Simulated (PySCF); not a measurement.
Relaxation of singlet Sr₂F⁺

These are results of PySCF, PBE0, basis F def2-TZVP, Sr def2-TZVP with ECP28 (scalar-relativistic core potentials, no spin–orbit coupling, density fitting), not measurements. A (50,194) grid was used.

A hand-made linear start, of D∞h symmetry, held to at least that symmetry:

```xyz
3
charge 1 multiplicity 1, angstrom
F     0.0000    0.0000    0.0000
Sr    0.0000    0.0000    2.4402
Sr    0.0000    0.0000   -2.4402
```

(1) What forces act on the atoms at the start (eV/Å)?

(2) What does it relax to?

(3) How much energy is released, and in how many steps?

Results:

(1) 
```
atom    Fx    Fy     Fz
  F1  0.00  0.00   0.00
 Sr2  0.00  0.00  -1.27
 Sr3  0.00  0.00   1.27
```

(2) It ends at D∞h with F–Sr 2.211 Å (×2); Sr–F–Sr 180.0° (after a last refinement on a finer grid). A frequency run shows 2 imaginary modes (one degenerate set), down to 89i cm⁻¹, so it is a higher-order saddle point.

(3) 33.1 kJ/mol in 5 steps.
